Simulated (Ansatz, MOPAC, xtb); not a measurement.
Diatomic MgO+, multiplicity 2 (lowest of 2S+1 = 2, 4 at CCSD(T)/def2-TZVPP on PBE0 minima; our sources give no spin for the ground state, which may be another).

The constants come from a fifth-degree fit in 1/R (seven points, main isotopes). In def2 and cc sets the state is the lowest found near the PBE0 minimum, followed along R.

Codes used: Ansatz (Gaussian basis) for Hartree–Fock, density functionals and correlated methods; MOPAC for PM3, PM7 (differences of heats of formation); xtb for the GFN methods. Values without a source in brackets are computed. The GFN methods have no spin term and hold the electronic entropy of 300 K.

```tsv
level	r_e (Å)	ω_e (cm⁻¹)	α_e (cm⁻¹)	ω_e x_e (cm⁻¹)
PM3	1.772	1294	0.0011	12
PM7	1.748	746	0.0047	4.1
GFN2-xTB	1.753	598	0.0087	4.9
SVWN5/def2-TZVPP	1.821	711	0.0048	4.5
PBE/def2-TZVPP	1.846	682	0.0048	4.5
r2SCAN/def2-TZVPP	1.825	721	0.0048	4.9
B97M-V/def2-TZVPP	1.821	718	0.0051	5.2
B3LYP/def2-TZVPP	1.828	710	0.0048	4.7
PBE0/def2-TZVPP	1.821	724	0.0048	4.7
BHLYP/def2-TZVPP	1.804	755	0.0047	4.8
CAM-B3LYP/def2-TZVPP	1.813	739	0.0046	4.4
wB97X-V/def2-TZVPP	1.818	742	0.0044	4.0
wB97M-V/def2-TZVPP	1.819	736	0.0044	4.0
B2PLYP/def2-TZVPP	1.825	720	0.0044	1.9
```

Correlated levels freeze the inner cores; with def2 sets outer-core shells near the valence are correlated too. The state that PM3, PM7 reach isn't checked; PM7 holds dispersion and hydrogen-bond terms.

Ansatz is a program for electronic structure.
